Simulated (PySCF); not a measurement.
**Electron correlation in P³⁺ (phosphorus, charge +3)**

[Ne] 3s2, closed-shell 1S. Calculation: PySCF 2.14, in x2c-TZVPall (5s5p2d1f, 37 functions); scalar relativity by spin-free X2C-1e. Frozen: [Ne]; 2 electrons correlated.

Total MP2 correlation energy: -34.62 mhartree.

Same-spin part 0.00 and opposite-spin part -34.62 mhartree; SCS-MP2 scales them by 1/3 and 6/5 to -41.54 mhartree.

With two correlated electrons CCSD is exact within the correlated space (frozen core and kept virtual orbitals).

```tsv
level	correlation energy (mhartree)
CCSD	-48.98
```

Diagnostics: T1 = 0.0045, D1 = 0.0063, largest double amplitude 0.114.

Cost of the coupled-cluster step: 0.09 s of wall time on 1 thread of Neoverse-V1 (shared host), for 2 correlated electrons.
